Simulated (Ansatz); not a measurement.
Total energies of C₄H₁₂OSi (`CC(C)(C)O[SiH3]`).

```xyz
18

C     0.024    0.593   -1.429
C     0.081   -0.364   -0.247
C    -0.252   -1.778   -0.691
C     1.450   -0.323    0.415
O    -0.926   -0.014    0.705
Si   -1.131    1.365    1.563
H    -0.976    0.593   -1.868
H     0.265    1.614   -1.123
H     0.740    0.295   -2.197
H    -0.240   -2.454    0.166
H     0.471   -2.134   -1.428
H    -1.248   -1.808   -1.137
H     1.468   -0.975    1.291
H     2.222   -0.657   -0.281
H     1.705    0.691    0.736
H    -1.328    2.555    0.688
H    -2.348    1.148    2.380
H     0.022    1.654    2.460
```

Charge 0, multiplicity 1. The geometry is a stationary point of PBE0-D4/def2-TZVP. Basis def2-TZVPP, Ansatz 0.2.0.

RPA on PBE orbitals: Hartree–Fock energy of these orbitals -522.32844 Eh, correlation -1.81450 Eh (frozen core).

```csv
functional,energy without D4 (Eh),D4 term (kJ/mol)
LDA (SPW92),-521.27207,–
PBE,-524.03118,-40.4
revPBE,-524.35280,-129.3
BLYP,-524.37672,-88.6
r2SCAN,-524.33668,-10.8
B97M-V,-524.41347,–
PBE0,-524.09669,-34.3
B3LYP,-524.53500,-64.2
r2SCANh,-524.32620,-11.3
r2SCAN0,-524.31182,-12.4
HSE06 (plane-wave form),-524.07605,-31.8
BHLYP,-524.36408,-45.8
CAM-B3LYP,-524.39205,-34.5
LC-ωPBE,-524.27561,–
ωB97X-V,-524.39217,–
ωB97M-V,-524.35843,–
B2PLYP,-524.17623,–
PBE-QIDH,-523.98802,–
```

B3LYP takes the VWN-RPA correlation (the form of Gaussian; ORCA's B3LYP/G). HSE06 is the plane-wave form, built on full-range PBE exchange. The double hybrids freeze the cores in their second-order part.

LC-ωPBE has ω = 0.4 bohr⁻¹.
